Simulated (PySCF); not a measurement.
C3H9Cl2GaSi (SMILES C[Si](C)(C)[Ga]([Cl])[Cl]), singlet, at a GFN2-xTB geometry (such geometries of metal compounds can be far from the true shape), atoms displaced at random by about 0.03 Å a coordinate; B3LYP/STO-3G, gradient in PySCF.

Input for PySCF:
```python
from pyscf import gto, scf, dft

mol = gto.M(
    atom='''
Ga   -0.016035    0.688258   -0.053411
Cl    1.470899    1.838610   -1.044409
Cl   -1.465773    2.011720    0.735581
Si   -0.022689   -1.686651    0.168539
C    -1.832587   -2.265405    0.387340
C     1.059731   -2.157552    1.693497
C     0.776946   -2.494291   -1.374797
H    -1.952980   -3.378042    0.574161
H    -2.279993   -1.693849    1.244844
H    -2.424002   -2.028965   -0.511708
H     0.584042   -1.669908    2.600102
H     2.059143   -1.778301    1.589140
H     1.078264   -3.203837    1.906683
H     1.704292   -1.983586   -1.581680
H     0.178270   -2.220067   -2.273805
H     0.907926   -3.528559   -1.330074
''',
    basis='sto-3g',
    charge=0,
    spin=0,
    verbose=4,
)

mf = dft.RKS(mol)
mf.xc = 'b3lyp'
mf.grids.level = 1
mf.kernel()
g = mf.nuc_grad_method()
g.grid_response = True
grad = g.kernel()
```

Q: What does PySCF print? Leave out banner, timings and long lists.

A: 
```
PySCF version 2.14.0

[INPUT] verbose = 4
[INPUT] num. atoms = 16
[INPUT] num. electrons = 106
[INPUT] charge = 0
[INPUT] spin (= nelec alpha-beta = 2S) = 0
[INPUT] symmetry False subgroup None
[INPUT] Mole.unit = angstrom
[INPUT] Symbol           X                Y                Z      unit          X                Y                Z       unit  Magmom
[INPUT]  1 Ga    -0.016035000000   0.688258000000  -0.053411000000 AA   -0.030301758407   1.300619123041  -0.100932162039 Bohr   0.0
[INPUT]  2 Cl     1.470899000000   1.838610000000  -1.044409000000 AA    2.779596266897   3.474469349887  -1.973646972031 Bohr   0.0
[INPUT]  3 Cl    -1.465773000000   2.011720000000   0.735581000000 AA   -2.769909530782   3.801599839310   1.390046632434 Bohr   0.0
[INPUT]  4 Si    -0.022689000000  -1.686651000000   0.168539000000 AA   -0.042875996040  -3.187308457724   0.318492551308 Bohr   0.0
[INPUT]  5 C     -1.832587000000  -2.265405000000   0.387340000000 AA   -3.463087529438  -4.280995011220   0.731966517089 Bohr   0.0
[INPUT]  6 C      1.059731000000  -2.157552000000   1.693497000000 AA    2.002601355711  -4.077182379508   3.200245522773 Bohr   0.0
[INPUT]  7 C      0.776946000000  -2.494291000000  -1.374797000000 AA    1.468215153576  -4.713526864968  -2.597989806874 Bohr   0.0
[INPUT]  8 H     -1.952980000000  -3.378042000000   0.574161000000 AA   -3.690597326753  -6.383574217278   1.085007041406 Bohr   0.0
[INPUT]  9 H     -2.279993000000  -1.693849000000   1.244844000000 AA   -4.308562335925  -3.200910706368   2.352414227808 Bohr   0.0
[INPUT] 10 H     -2.424002000000  -2.028965000000  -0.511708000000 AA   -4.580699905398  -3.834188166328  -0.966987975749 Bohr   0.0
[INPUT] 11 H      0.584042000000  -1.669908000000   2.600102000000 AA    1.103679425243  -3.155668773220   4.913480675934 Bohr   0.0
[INPUT] 12 H      2.059143000000  -1.778301000000   1.589140000000 AA    3.891216321315  -3.360501857040   3.003039373591 Bohr   0.0
[INPUT] 13 H      1.078264000000  -3.203837000000   1.906683000000 AA    2.037623649978  -6.054374477748   3.603108676364 Bohr   0.0
[INPUT] 14 H      1.704292000000  -1.983586000000  -1.581680000000 AA    3.220645116287  -3.748434284522  -2.988942016702 Bohr   0.0
[INPUT] 15 H      0.178270000000  -2.220067000000  -2.273805000000 AA    0.336881476226  -4.195318608185  -4.296868710667 Bohr   0.0
[INPUT] 16 H      0.907926000000  -3.528559000000  -1.330074000000 AA    1.715731481372  -6.668010124369  -2.513475585405 Bohr   0.0

nuclear repulsion = 849.640452799392
number of shells = 41
number of NR pGTOs = 207
number of NR cGTOs = 69
basis = sto-3g
ecp = {}

******** <class 'pyscf.dft.rks.RKS'> ********
method = RKS
initial guess = minao
damping factor = 0
level_shift factor = 0
DIIS = <class 'pyscf.scf.diis.CDIIS'>
diis_start_cycle = 1
diis_space = 8
diis_damp = 0
SCF conv_tol = 1e-09
SCF conv_tol_grad = None
SCF max_cycles = 50
direct_scf = True
direct_scf_tol = 1e-13
XC library pyscf.dft.libxc version 7.1.2
    S. Lehtola, C. Steigemann, M. J. T. Oliveira, and M. A. L. Marques,  SoftwareX 7, 1–5 (2018)
XC functionals = b3lyp
    P. J. Stephens, F. J. Devlin, C. F. Chabalowski, and M. J. Frisch,  J. Phys. Chem. 98, 11623 (1994)
radial grids:
    Treutler-Ahlrichs [JCP 102, 346 (1995); DOI:10.1063/1.469408] (M4) radial grids

becke partition: Becke, JCP 88, 2547 (1988); DOI:10.1063/1.454033
pruning grids: <function nwchem_prune>
grids dens level: 1
symmetrized grids: False
atomic radii adjust function: <function treutler_atomic_radii_adjust>
small_rho_cutoff = 0
Set gradient conv threshold to 3.16228e-05
Initial guess from minao.
tot grids = 64248
init E= -3214.50740213843
  HOMO = -0.486314681065289  LUMO = -0.373410749753972  gap/eV = 3.07227
cycle= 1 E= -3217.0554681948  delta_E= -2.55  |g|= 0.491  |ddm|= 4.61
  HOMO = 0.278499226666912  LUMO = 0.286891224362157  gap/eV = 0.22836
cycle= 2 E= -3176.12511231117  delta_E= 40.9  |g|= 9.72  |ddm|= 10.9

WARN: HOMO 0.105397738169303 == LUMO 0.10564465471663

cycle= 3 E= -3212.29345596228  delta_E= -36.2  |g|= 4.46  |ddm|= 8.87
  HOMO = 0.0905232398224882  LUMO = 0.0954128141964207  gap/eV = 0.13305
cycle= 4 E= -3212.99208961099  delta_E= -0.699  |g|= 4.13  |ddm|= 0.613
  HOMO = 0.0897109164023907  LUMO = 0.0950189970105023  gap/eV = 0.14444
cycle= 5 E= -3213.03616130308  delta_E= -0.0441  |g|=  4.1  |ddm|= 0.129
  HOMO = 0.0881534370936221  LUMO = 0.0940226505290959  gap/eV = 0.15971
cycle= 6 E= -3213.10139686311  delta_E= -0.0652  |g|= 4.05  |ddm|= 0.642
  HOMO = 0.0794140826538852  LUMO = 0.0891935636338702  gap/eV = 0.26611
cycle= 7 E= -3213.40264980331  delta_E= -0.301  |g|=  3.9  |ddm|= 0.517
  HOMO = 0.0446625086342199  LUMO = 0.0660022740541503  gap/eV = 0.58068
cycle= 8 E= -3214.59428444757  delta_E= -1.19  |g|= 3.06  |ddm|= 1.42
  HOMO = 0.0327876658996032  LUMO = 0.0554364676465131  gap/eV = 0.61631
cycle= 9 E= -3214.86121126249  delta_E= -0.267  |g|= 2.85  |ddm|= 0.415
  HOMO = -0.229063361667806  LUMO = -0.099529201490544  gap/eV = 3.52480
cycle= 10 E= -3216.965132496  delta_E= -2.1  |g|= 0.661  |ddm|= 4.39
  HOMO = 0.032792946500103  LUMO = 0.0735413750314369  gap/eV = 1.10882
cycle= 11 E= -3214.81348503995  delta_E= 2.15  |g|= 2.75  |ddm|= 4.47
  HOMO = 0.0195977486348676  LUMO = 0.0565147135249198  gap/eV = 1.00456
cycle= 12 E= -3215.06734304604  delta_E= -0.254  |g|= 2.59  |ddm|= 0.365
  HOMO = 0.0165197148429859  LUMO = 0.0472835291437447  gap/eV = 0.83713
cycle= 13 E= -3215.24595254333  delta_E= -0.179  |g|= 2.49  |ddm|= 0.358
  HOMO = 0.0180520881557347  LUMO = 0.0491775972369975  gap/eV = 0.84697
cycle= 14 E= -3215.22388454354  delta_E= 0.0221  |g|= 2.51  |ddm|= 0.105
  HOMO = 0.0184981604451249  LUMO = 0.0506385137734144  gap/eV = 0.87458
cycle= 15 E= -3215.24155319375  delta_E= -0.0177  |g|= 2.48  |ddm|= 0.429
  HOMO = 0.0245897567801682  LUMO = 0.0502322432468547  gap/eV = 0.69777
cycle= 16 E= -3215.11912302043  delta_E= 0.122  |g|= 2.65  |ddm|= 0.425
  HOMO = -0.0973672272307816  LUMO = -0.0191924529499892  gap/eV = 2.12724
cycle= 17 E= -3217.19028844062  delta_E= -2.07  |g|= 0.24  |ddm|= 3.57
  HOMO = -0.0615699962693876  LUMO = -0.0180984867935141  gap/eV = 1.18292
cycle= 18 E= -3217.17931990919  delta_E= 0.011  |g|=  0.4  |ddm|= 1.36
  HOMO = -0.0813954223761142  LUMO = -0.0172429179463394  gap/eV = 1.74568
cycle= 19 E= -3217.21154073489  delta_E= -0.0322  |g|= 0.233  |ddm|= 0.345
  HOMO = -0.0997523388748152  LUMO = -0.0205740663972497  gap/eV = 2.15455
cycle= 20 E= -3217.22789326322  delta_E= -0.0164  |g|= 0.0767  |ddm|= 0.284
  HOMO = -0.109361724900442  LUMO = -0.0217834255495726  gap/eV = 2.38313
cycle= 21 E= -3217.23046828398  delta_E= -0.00258  |g|= 0.00815  |ddm|= 0.186
  HOMO = -0.108175836698111  LUMO = -0.021486659312104  gap/eV = 2.35893
cycle= 22 E= -3217.23052737411  delta_E= -5.91e-05  |g|= 0.00362  |ddm|= 0.029
  HOMO = -0.108434439153752  LUMO = -0.021653030704592  gap/eV = 2.36144
cycle= 23 E= -3217.23055936216  delta_E= -3.2e-05  |g|= 0.00525  |ddm|= 0.0309
  HOMO = -0.107008594396973  LUMO = -0.0216914812443736  gap/eV = 2.32160
cycle= 24 E= -3217.23061203527  delta_E= -5.27e-05  |g|= 0.00091  |ddm|= 0.066
  HOMO = -0.106526594324594  LUMO = -0.021710835964926  gap/eV = 2.30795
cycle= 25 E= -3217.2306171189  delta_E= -5.08e-06  |g|= 0.000728  |ddm|= 0.0241
  HOMO = -0.106657702842438  LUMO = -0.0217473312411191  gap/eV = 2.31053
cycle= 26 E= -3217.23061789385  delta_E= -7.75e-07  |g|= 0.00034  |ddm|= 0.00486
  HOMO = -0.106548147940881  LUMO = -0.0217415241642761  gap/eV = 2.30771
cycle= 27 E= -3217.23061872953  delta_E= -8.36e-07  |g|= 0.000264  |ddm|= 0.009
  HOMO = -0.106622433903251  LUMO = -0.0217440576886641  gap/eV = 2.30966
cycle= 28 E= -3217.23061918676  delta_E= -4.57e-07  |g|= 0.00013  |ddm|= 0.00575
  HOMO = -0.106642455457349  LUMO = -0.0217362595567863  gap/eV = 2.31042
cycle= 29 E= -3217.23061952483  delta_E= -3.38e-07  |g|= 9.37e-05  |ddm|= 0.00602
  HOMO = -0.106645131024988  LUMO = -0.0217348482144812  gap/eV = 2.31053
cycle= 30 E= -3217.23061973092  delta_E= -2.06e-07  |g|= 6.93e-05  |ddm|= 0.00591
  HOMO = -0.10665590462029  LUMO = -0.0217356461546263  gap/eV = 2.31080
cycle= 31 E= -3217.23061979971  delta_E= -6.88e-08  |g|= 3.75e-05  |ddm|= 0.00342
  HOMO = -0.106656970531677  LUMO = -0.0217361704707355  gap/eV = 2.31081
cycle= 32 E= -3217.23061982405  delta_E= -2.43e-08  |g|= 2.85e-05  |ddm|= 0.00194
  HOMO = -0.106654056802166  LUMO = -0.0217368317098797  gap/eV = 2.31072
cycle= 33 E= -3217.23061983253  delta_E= -8.48e-09  |g|= 1.5e-05  |ddm|= 0.0012
  HOMO = -0.106650071679528  LUMO = -0.0217370397316182  gap/eV = 2.31060
cycle= 34 E= -3217.23061983566  delta_E= -3.13e-09  |g|= 1.64e-05  |ddm|= 0.000817
  HOMO = -0.106653347765173  LUMO = -0.0217371336787151  gap/eV = 2.31069
cycle= 35 E= -3217.23061983637  delta_E= -7.19e-10  |g|= 5.95e-06  |ddm|= 0.000255
  HOMO = -0.106656635626144  LUMO = -0.0217375547197498  gap/eV = 2.31077
Extra cycle  E= -3217.23061983652  delta_E= -1.43e-10  |g|= 1.3e-05  |ddm|= 9.03e-05
converged SCF energy = -3217.23061983652

******** <class 'pyscf.grad.rks.Gradients'> for <class 'pyscf.dft.rks.RKS'> ********
unit = Eh/Bohr
grid_response = True
--------------- RKS gradients ---------------
         x                y                z
0 Ga    -0.0011182135    -0.0161539472     0.0016680528
1 Cl     0.0230934132     0.0164984013    -0.0152966701
2 Cl    -0.0223646288     0.0187990946     0.0120629205
3 Si    -0.0091380928     0.0069514162     0.0003457534
4 C     0.0015913685     0.0067814351    -0.0133681750
5 C     0.0480027987    -0.0395220395    -0.0124496707
6 C     0.0330069512    -0.0707781445     0.0119294172
7 H    -0.0065330996    -0.0258628933     0.0014487208
8 H    -0.0039244238     0.0134073358     0.0131218840
9 H    -0.0013549637    -0.0004109538    -0.0020415993
10 H    -0.0149542188     0.0093834857     0.0179578568
11 H    -0.0181466365    -0.0046623515     0.0011235404
12 H    -0.0018702860     0.0258193026     0.0018167379
13 H    -0.0207224744     0.0013698139    -0.0038032193
14 H     0.0005028521     0.0120957146    -0.0102778701
15 H    -0.0060703458     0.0462843300    -0.0042376794
----------------------------------------------
```
